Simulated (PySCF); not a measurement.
Compound: CH7N2Si (doublet state).
Z-matrix (Å and degrees, GFN2-xTB geometry), rows numbered from 1:
```
C 
Si  1  1.8473
N   2  1.7366  1  106.16
N   2  1.7280  1  107.74  3  -121.40
H   1  1.0748  2  122.94  3   -31.08
H   1  1.0742  2  121.65  3   156.77
H   2  1.4762  1  113.18  3   125.17
H   3  1.0068  2  118.36  1    50.31
H   3  1.0078  2  118.31  1  -174.08
H   4  1.0072  2  117.72  1    50.09
H   4  1.0067  2  118.30  1  -174.84
```

The hyperfine couplings belong to this conformer and change with its torsions.

Identity: `[CH2][SiH](N)N` [radical].

Method: UKS B3LYP, pcH-1 on C H N Si, non-relativistic, mean-field spin-orbit, GIAO in PySCF. One conformer (not necessarily the lowest) at the GFN2-xTB geometry, without solvent, vibrations or thermal averaging. A GFN2-xTB geometry isn't a minimum of the functional, and hyperfine couplings can be far from their values at a DFT geometry. No stability test was run, so a lower SCF solution isn't excluded.

(1) Break the g tensor into its mass correction, gauge correction and orbital-Zeeman/spin–orbit terms.

(2) Average each term over the three axes. Which is largest in size?

(3) What effective moment and Curie constant follow for a powder?

(4) At 93.558 GHz, how far is the centre of the isotropic spectrum from where a free electron (g = 2.002319) resonates?

(5) In a frozen sample, at which fields do the three g values resonate at 9.5, 34, 94 and 263 GHz (hyperfine left aside), and which band first spreads them over more than twice a line width of 0.3 mT?

Results:

(1) 
```
                    Δg (ppm)     1     2     3
relativistic mass correction  -124  -124  -124
            gauge correction     5    26    33
   orbital Zeeman/spin–orbit     0   537   640
                       total  -119   440   549
```

So g = 2.00220, 2.00276, 2.00287 and g_iso = 2.00261; the tensor is rhombic: the two nearest values differ by 16 % of g3 − g1. Axes: g3 points within 9° of the C1–Si2 bond.

(2) The orbital-Zeeman/spin–orbit term 392, the mass correction -124 and the gauge correction 22 ppm, for a total of 290 ppm. The orbital-Zeeman/spin–orbit term is the largest in size. The mass correction is the same along every axis, so the anisotropy comes from the other two: their spans along these axes are 28 (gauge) and 640 ppm (orbital Zeeman/spin–orbit).

(3) With the mean of g² = 4.0104 and S(S+1) = 0.75: μ_eff = √(⟨g²⟩S(S+1)) = 1.734 μB and χT = 0.12505·⟨g²⟩·S(S+1) = 0.376 cm³ K/mol (cgs; spin-Hamiltonian part alone).

(4) B = hν/(g μB) with μB/h = 13.99624 MHz/mT gives 3338.38 mT for the free electron and 3337.90 mT at g_iso, 0.48 mT lower.

(5) 
```tsv
band	GHz	B(g3) mT	B(g2) mT	B(g1) mT	spread mT
X	9.5	338.89	338.91	339.00	0.11
Q	34.0	1212.87	1212.94	1213.28	0.40
W	94.0	3353.23	3353.42	3354.35	1.12
J	263.0	9381.92	9382.43	9385.05	3.13
```

The spread grows in proportion to the frequency. W band is the first where it exceeds 0.6 mT.

The largest Mulliken spin population is on C1 (+1.06). The angles at C1 add up to 359.6°, so it is planar; its axial dipolar tensor and the negative couplings of its protons fit spin in a p orbital normal to that plane.

The HOMO–LUMO gaps are 7.39 eV among the α and 4.45 eV among the β orbitals.

Hardware: one thread of an Arm Neoverse V1, no GPU, shared host with 64 logical CPUs at a one-minute load of 23. Cost: 20 s of wall time (grids of density and orbitals included), 0.74 GiB resident at most.
